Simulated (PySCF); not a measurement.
Isomers of C4H7F3OSi2, one GFN2-xTB conformer each. Single-point energies are computed at PBE0/pcSseg-1 (PySCF, gas phase, no added dispersion term), electronic only.

| SMILES | GFN2-xTB relative energy (kJ/mol) |
| --- | --- |
| FC(F)(F)CC#C[SiH2]O[SiH3] | 0.0 |
| O=C/C([SiH3])=C/C(F)(F)[SiH2]F | 126.5 |

Conformers: `[O:1]=[CH:2]/[C:3]([SiH3:4])=[CH:5]/[C:6]([F:7])([F:8])[SiH2:9][F:10]` with O1–C2–C3–Si4 -9°, C3–C5–C6–F7 40°, C5–C6–Si9–F10 12°.

Q: What does PBE0/pcSseg-1 give for the same structures?

A: 
```tsv
SMILES	PBE0/pcSseg-1 E (Eh)	PBE0/pcSseg-1 (kJ/mol)	GFN2-xTB (kJ/mol)	point group
FC(F)(F)CC#C[SiH2]O[SiH3]	-1109.54288	0.0	0.0	C1
O=C/C([SiH3])=C/C(F)(F)[SiH2]F	-1109.51777	65.9	126.5	C1
```

Both levels put the same isomer lowest. As drawn, the lower has a C≡C bond and an Si–O bond, which the higher lacks; the higher has a C=O bond, an Si–F bond and a C=C bond outside aromatic rings, which the lower lacks.

Q: Which frontier levels, dipoles and rotational constants go with these structures?

A: 
```json
{"SMILES": "FC(F)(F)CC#C[SiH2]O[SiH3]", "HOMO (eV, PBE0/pcSseg-1)": "-8.26", "LUMO (eV)": "-0.50", "dipole (D)": "1.89", "A, B, C (MHz)": "2026, 321.2, 298.8"}
{"SMILES": "O=C/C([SiH3])=C/C(F)(F)[SiH2]F", "HOMO (eV, PBE0/pcSseg-1)": "-7.82", "LUMO (eV)": "-2.51", "dipole (D)": "3.25", "A, B, C (MHz)": "1369, 615.9, 580.3"}
```
